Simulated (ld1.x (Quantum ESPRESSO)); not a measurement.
**B (Z = 5): PAW pseudisation with PBE, scalar-relativistic reference atom.**

The input file (ld1.x (Quantum ESPRESSO) 7.5):

```
&input
   title='B', zed=5., rel=1, dft='PBE', iswitch=3,
   config='[He] 2s2 2p1 3d-2',
   nld=3, rlderiv=3.30, eminld=-3.0, emaxld=5.0, deld=0.02
 /
 &inputp
   pseudotype=3, lpaw=.true., tm=.true., lloc=-1, rcloc=1.40,
   nlcc=.true., new_core_ps=.true., rcore=1.45,
   which_augfun='PSQ', rmatch_augfun_nc=.true.,
   file_pseudopw='B.UPF', file_wfcaegen='ae.wfc', file_wfcncgen='nc.wfc', file_beta='beta', file_chi='chi', file_wfcusgen='us.wfc'
 /
5
2S  1  0   2.00   0.00  1.45  1.75  0.0
2S  1  0   0.00   0.85  1.45  1.75  0.0
2P  2  1   1.00   0.00  2.40  3.05  0.0
2P  2  1   0.00   0.65  2.40  3.05  0.0
3D  3  2  -2.00   0.10  2.20  2.80  0.0
 &test
   configts(1)='2s2 2p1'
 /
```

Command:

```bash
ld1.x < B.in > B.out
```

The program printed (shortened: banner, matrices, multipoles, cross overlaps and the repeated all-electron block are left out):

```
Program LD1 v.7.5

     !!!!!!!!!!!!!!!!!!! WARNING !!!!!!!!!!!!!!!!!!!!!!!
     Message from routine ld1_readin:
     US requires at least two energies per channel 3D
     !!!!!!!!!!!!!!!!!!!!!!!!!!!!!!!!!!!!!!!!!!!!!!!!!!!
     --------------------------- All-electron run ----------------------------

     B
     scalar relativistic calculation

     atomic number is  5.00
     dft =PBE   lsd =0 sic =0 latt =0  beta=0.20 tr2=1.0E-14
     Exchange-correlation= PBE
                           (   1   4   3   4   0   0   0)
     mesh =1059 r(mesh) = 101.04461 a.u. xmin = -7.00 dx = 0.01250
     1 Ry =  13.60569312 eV, c = 137.03599908

     n l     nl                  e(Ry)          e(Ha)          e(eV)
     1 0     1S 1( 2.00)       -13.2731        -6.6366      -180.5900
     2 0     2S 1( 2.00)        -0.6941        -0.3470        -9.4431
     2 1     2P 1( 1.00)        -0.2651        -0.1326        -3.6070

     final scf error:  7.5E-15 reached in  32 iterations

     Etot =     -49.206684 Ry,     -24.603342 Ha,    -669.491037 eV

     Ekin =      49.037301 Ry,      24.518651 Ha,     667.186471 eV
     Encl =    -113.771076 Ry,     -56.885538 Ha,   -1547.934352 eV
     Eh   =      23.125741 Ry,      11.562870 Ha,     314.641731 eV
     Exc  =      -7.598649 Ry,      -3.799325 Ha,    -103.384887 eV

     normalization and overlap integrals

     s(1S/1S) =  1.000000  <r> =   0.3294  <r2> =    0.1474  r(max) =   0.2103
     s(2S/2S) =  1.000000  <r> =   1.9516  <r2> =    4.5978  r(max) =   1.5152
     s(2P/2P) =  1.000000  <r> =   2.3015  <r2> =    6.8902  r(max) =   1.5731

     ------------------------ End of All-electron run ------------------------

     --------------------- Generating PAW atomic setup --------------------

      Generating local potential from pseudized AE potential:
      Matching radius rcloc =   1.4000

      Local pseudo, rcloc= 1.406 Estimated cut-off energy=    11.97 Ry

      Computing core charge for nlcc:

       r > 1.46 : true rho core
      Core charge pseudized with two Bessel functions
      Integrated core pseudo-charge :   0.05
      Wfc-us  2S rcutus= 1.760  Estimated cut-off energy=    14.81 Ry
      Wfc-us  2S rcutus= 1.760  Estimated cut-off energy=    19.36 Ry
      Wfc-us  2P rcutus= 3.051  Estimated cut-off energy=     8.54 Ry
      Wfc-us  2P rcutus= 3.051  Estimated cut-off energy=    17.17 Ry
      Wfc-us  3D rcutus= 2.831  Estimated cut-off energy=    12.82 Ry

     Required augmentation: PSQ   radius:    3.050000

     Q pseudized with Bessel functions
     Expected ecutrho=     175.8359 due to l1=  0   l2=  2

     Estimated PAW energy =  -10.967327 Ryd

     ------------------- End of pseudopotential generation -------------------

     Computing logarithmic derivative in   3.30961
     Computing logarithmic derivative in   3.30961
     Computing the partial wave expansion
     R is outside the sphere for l=    0 j= 0.00
     R is outside the sphere for l=    0 j= 0.00
     R is outside the sphere for l=    1 j= 0.00
     R is outside the sphere for l=    1 j= 0.00
     R is outside the sphere for l=    2 j= 0.00

     ---------------------- Testing the pseudopotential ----------------------

     B
     scalar relativistic calculation

     atomic number is  5.00   valence charge is  3.00
     dft = SLA  PW   PBX  PBC   lsd =0 sic =0 latt =0  beta=0.20 tr2=1.0E-14
     mesh =1059 r(mesh) = 101.04461 xmin = -7.00 dx = 0.01250

     n l     nl             e AE (Ry)        e PS (Ry)    De AE-PS (Ry)
     1 0     2S   1( 2.00)       -0.69405       -0.69406        0.00000
     2 1     2P   1( 1.00)       -0.26511       -0.26511        0.00000

     eps = 1.6E-15  iter =  3

     Etot =     -49.206684 Ry,     -24.603342 Ha,    -669.491037 eV
     Etotps =   -10.967332 Ry,      -5.483666 Ha,    -149.218150 eV

     Ekin =       5.649058 Ry,       2.824529 Ha,      76.859346 eV
     Encl =     -13.016685 Ry,      -6.508343 Ha,    -177.101025 eV
     Ehrt =       3.998944 Ry,       1.999472 Ha,      54.408408 eV
     Ecxc =      -7.598648 Ry,      -3.799324 Ha,    -103.384879 eV
     (Ecc =      -0.024055 Ry,      -0.012028 Ha,      -0.327291 eV)

     ---------------------- End of pseudopotential test ----------------------
```

The ghost test of this file was not conclusive. Its overlap operator is not positive definite in a basis up to 400 Ry (lowest eigenvalue p -1.24, d -8.52), so the file is unfit for use: the generalised eigenproblem breaks down once the basis is large enough, and its test numbers describe a broken file.

Generation and configuration tests took about 1 s on one core of a shared server CPU.

Transferability test of the new file with ld1.x, input:

```
&input
   title='B', zed=5., rel=1, dft='PBE', iswitch=2,
   config='[He] 2s2 2p1 3d-2'
 /
 &test
   file_pseudo='B.UPF', nconf=8,
   configts(1)='2s2 2p1',
   configts(2)='2s2 2p0',
   configts(3)='2s1 2p0',
   configts(4)='2s2 2p0.5',
   configts(5)='2s2 2p1.3',
   configts(6)='2s1 2p1',
   configts(7)='2s0 2p3',
   configts(8)='2s1 2p2'
 /
```

```bash
ld1.x < B.test.in > B.test.out
```

Pseudopotential blocks of its output, shortened (energy terms left out):

```
     ---------------------- Testing the pseudopotential ----------------------

     n l     nl             e AE (Ry)        e PS (Ry)    De AE-PS (Ry)
     1 0     2S   1( 2.00)       -0.69405       -0.69406        0.00000
     2 1     2P   1( 1.00)       -0.26511       -0.26511        0.00000

     eps = 1.6E-15  iter =  3

     Etot =     -49.206684 Ry,     -24.603342 Ha,    -669.491038 eV
     Etotps =   -10.967332 Ry,      -5.483666 Ha,    -149.218150 eV

     ---------------------- End of pseudopotential test ----------------------

          ---------------------- Testing the pseudopotential ----------------------

     n l     nl             e AE (Ry)        e PS (Ry)    De AE-PS (Ry)
     1 0     2S   1( 2.00)       -1.43403       -1.43412        0.00009
     2 1     2P   1( 0.00)       -0.98227       -0.98916        0.00689  !

     eps = 3.4E-15  iter =  9

     Etot =     -48.602552 Ry,     -24.301276 Ha,    -661.271411 eV
     Etotps =   -10.363178 Ry,      -5.181589 Ha,    -140.998214 eV
     dEtot_ae =       0.604131 Ry
     dEtot_ps =       0.604154 Ry,   Delta E=      -0.000023 Ry

     ---------------------- End of pseudopotential test ----------------------

          ---------------------- Testing the pseudopotential ----------------------

     n l     nl             e AE (Ry)        e PS (Ry)    De AE-PS (Ry)
     1 0     2S   1( 1.00)       -2.31339       -2.31427        0.00088
     2 1     2P   1( 0.00)       -1.87356       -1.89497        0.02141  !

     eps = 8.7E-15  iter = 13

     Etot =     -46.734041 Ry,     -23.367020 Ha,    -635.849013 eV
     Etotps =    -8.494238 Ry,      -4.247119 Ha,    -115.569992 eV
     dEtot_ae =       2.472643 Ry
     dEtot_ps =       2.473094 Ry,   Delta E=      -0.000451 Ry

     ---------------------- End of pseudopotential test ----------------------

          ---------------------- Testing the pseudopotential ----------------------

     n l     nl             e AE (Ry)        e PS (Ry)    De AE-PS (Ry)
     1 0     2S   1( 2.00)       -1.03851       -1.03525       -0.00326
     2 1     2P   1( 0.50)       -0.59442       -0.59266       -0.00176

     eps = 4.4E-15  iter =  7

     Etot =     -48.994466 Ry,     -24.497233 Ha,    -666.603665 eV
     Etotps =   -10.755909 Ry,      -5.377955 Ha,    -146.341602 eV
     dEtot_ae =       0.212218 Ry
     dEtot_ps =       0.211422 Ry,   Delta E=       0.000795 Ry

     ---------------------- End of pseudopotential test ----------------------

          ---------------------- Testing the pseudopotential ----------------------

     n l     nl             e AE (Ry)        e PS (Ry)    De AE-PS (Ry)
     1 0     2S   1( 2.00)       -0.51890       -0.52224        0.00334
     2 1     2P   1( 1.30)       -0.10161       -0.10485        0.00325

     eps = 6.2E-15  iter = 13

     Etot =     -49.260950 Ry,     -24.630475 Ha,    -670.229365 eV
     Etotps =   -11.022100 Ry,      -5.511050 Ha,    -149.963304 eV
     dEtot_ae =      -0.054266 Ry
     dEtot_ps =      -0.054768 Ry,   Delta E=       0.000502 Ry

     ---------------------- End of pseudopotential test ----------------------

          ---------------------- Testing the pseudopotential ----------------------

     n l     nl             e AE (Ry)        e PS (Ry)    De AE-PS (Ry)
     1 0     2S   1( 1.00)       -1.43999       -1.43161       -0.00837  !
     2 1     2P   1( 1.00)       -0.98910       -0.98452       -0.00458

     eps = 3.6E-15  iter = 10

     Etot =     -48.151191 Ry,     -24.075596 Ha,    -655.130332 eV
     Etotps =    -9.917012 Ry,      -4.958506 Ha,    -134.927825 eV
     dEtot_ae =       1.055492 Ry
     dEtot_ps =       1.050320 Ry,   Delta E=       0.005173 Ry

     ---------------------- End of pseudopotential test ----------------------

          ---------------------- Testing the pseudopotential ----------------------

     n l     nl             e AE (Ry)        e PS (Ry)    De AE-PS (Ry)
     1 0     2S   1( 0.00)       -0.75829       -0.75664       -0.00165
     2 1     2P   1( 3.00)       -0.32646       -0.32451       -0.00195

     eps = 4.6E-15  iter =  9

     Etot =     -48.345216 Ry,     -24.172608 Ha,    -657.770177 eV
     Etotps =   -10.105655 Ry,      -5.052828 Ha,    -137.494445 eV
     dEtot_ae =       0.861467 Ry
     dEtot_ps =       0.861676 Ry,   Delta E=      -0.000209 Ry

     ---------------------- End of pseudopotential test ----------------------

          ---------------------- Testing the pseudopotential ----------------------

     n l     nl             e AE (Ry)        e PS (Ry)    De AE-PS (Ry)
     1 0     2S   1( 1.00)       -0.72916       -0.72827       -0.00090
     2 1     2P   1( 2.00)       -0.29827       -0.29729       -0.00097

     eps = 5.3E-15  iter = 10

     Etot =     -48.776654 Ry,     -24.388327 Ha,    -663.640180 eV
     Etotps =   -10.537268 Ry,      -5.268634 Ha,    -143.366836 eV
     dEtot_ae =       0.430030 Ry
     dEtot_ps =       0.430064 Ry,   Delta E=      -0.000034 Ry

     ---------------------- End of pseudopotential test ----------------------
```
